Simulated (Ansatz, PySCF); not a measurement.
Species: CClF₂, charge 0, multiplicity 2. SMILES: F[C](F)Cl
Structure (B3LYP-D3(BJ)/def2-TZVP (Ansatz, an electronic-structure program) minimum search):
```xyz
4

F     -0.6757    -0.8668    -1.0511
C     -0.5315    -0.0647    -0.0088
F     -0.7280    -0.7321     1.1165
Cl     0.9307     0.8693    -0.0315
```
Charge 0, spin multiplicity 2.

PBE beside other levels, property by property. Valence correlation only, unless marked. UHF or UKS for open shells. No spin-orbit coupling. No relativistic terms. CBS marks a two-point X^-3 extrapolation of the correlation energy; Hartree-Fock from the larger set. [CCSD(T)-MP2]/basis is that difference in the basis named. Vertical energies are electronic, to the SCF solution reached for that spin. Anions need diffuse functions, of which def2-TZVPD holds fewer than the aug- sets. The coupled-cluster column (Ansatz) is a level with limits of its own: RI-MP2/CBS(aug-cc-pV(T+d)Z,aug-cc-pV(Q+d)Z)+[CCSD(T)-MP2]/aug-cc-pV(D+d)Z.

```
property                                        SVWN5/def2-TZVPD (Ansatz)  M06-2X/def2-TZVPD (PySCF)  CAM-B3LYP/def2-TZVPD (Ansatz)  coupled cluster
----------------------------------------------  -------------------------  -------------------------  -----------------------------  ---------------
vertical electron affinity to the singlet (eV)                       0.82                       0.62                           0.61             0.72
vertical ionisation energy to the singlet (eV)                       9.79                      10.24                          10.29            10.08
```

Question: What does PBE/def2-TZVPD (Ansatz) give for each property, and on which side of coupled cluster does it fall?

Answer: 
- vertical electron affinity to the singlet: PBE lies 0.16 eV below coupled cluster; PBE gives 0.56 eV.
- vertical ionisation energy to the singlet: PBE lies 0.36 eV below coupled cluster; PBE gives 9.72 eV.
